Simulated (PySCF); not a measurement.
## Relaxation of quartet RhN₂

These are results of UPBE0/[Rh def2-TZVP with ECP28, N def2-TZVP], scalar-relativistic core potentials, density fitting, no spin–orbit coupling, PySCF, not measurements. A (50,194) grid was used.

A hand-made side-on start, of C2v symmetry, held to at least that symmetry:

Coordinates in bohr (charge 0 multiplicity 4):
```
Rh    0.0000    0.0000   -0.7710
N     1.1338    0.0000    2.8328
N    -1.1338    0.0000    2.8328
```

Question: What forces act on the atoms at the start (eV/Å)?

Answer: 
| atom | Fx | Fy | Fz |
| --- | --- | --- | --- |
| Rh1 | 0.00 | 0.00 | -3.31 |
| N2 | -6.10 | 0.00 | 1.65 |
| N3 | 6.10 | 0.00 | 1.65 |

Question: What does it relax to?

Answer: It ends at C2v with N–N 1.090 Å. The molecule has come apart into Rh + N₂. No frequency check is given, so it may be a saddle point.

Question: How much energy is released, and in how many steps?

Answer: 121.3 kJ/mol in 13 steps.

Open d and f shells are described by one determinant, and the ground state may have another occupation or spin. At this level a doublet minimum of C∞v symmetry lies 80 kJ/mol below this structure.
